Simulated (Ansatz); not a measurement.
Born–Oppenheimer molecular dynamics of AlCl2H5OSi (10 atoms, charge 0, multiplicity 1). It starts at the highest image of a converged band, a first-order saddle point between two minima.

The calculation used RKS PBE-D4/def2-SVP (Ansatz 0.2.0).

| Quantity | Value |
| --- | --- |
| ensemble | NVE (velocity Verlet) |
| time step | 0.5 fs |
| steps asked | 200 |
| starting velocities drawn for | 300 K |
| seed | 9692 |

First frame:

```xyz
10
Properties=species:S:1:pos:R:3
Al -0.147 0.383 -0.137
Cl -0.153 0.042 2.342
O 1.313 -0.280 -0.708
Si 2.400 -1.384 -1.318
H 1.687 -2.485 -2.058
H 3.342 -0.691 -2.264
H 3.197 -1.992 -0.194
Cl -2.022 -0.254 -0.865
H -0.067 1.920 0.424
H -0.084 1.278 1.687
```

(1) How far do the bonds stretch over the last three quarters of this one trajectory? (Pairs bonded in most of those frames.)

## Answers

(1) 
| bond | mean (Å) | spread (Å) | shortest | longest |
| --- | --- | --- | --- | --- |
| Al1–Cl2 | 2.175 | 0.160 | 1.93 | 2.46 |
| Al1–O3 | 1.697 | 0.032 | 1.63 | 1.75 |
| Al1–Cl8 | 2.093 | 0.048 | 2.00 | 2.16 |
| O3–Si4 | 1.672 | 0.034 | 1.60 | 1.74 |
| Si4–H5 | 1.509 | 0.011 | 1.49 | 1.53 |
| Si4–H6 | 1.504 | 0.017 | 1.48 | 1.53 |
| Si4–H7 | 1.509 | 0.029 | 1.46 | 1.55 |
| H9–H10 | 0.802 | 0.063 | 0.72 | 0.95 |

Pairs bonded in part of these frames only: Al1–H9 14 %, Al1–H10 13 %, H9–H10 87 %.

Mean temperature of the second half: 892 K. The conserved energy stayed within 0.14 meV per atom of its start (net change -0.0023 meV per atom), so the integration is sound. The kinetic energy rose, since the run started high on the potential surface and went downhill. It ends in pieces (AlCl2H3OSi + H2), so much of that is their flight and rotation, not heat. A run of 0.1 ps of so small a system gives no equilibrium averages. The orbitals stay closed-shell, which can raise the energy where a bond breaks towards radicals; this wasn't checked here.

Run time: 4 min on 4 threads of Arm Neoverse V1, with other jobs on the host, peak memory 0.16 GiB.
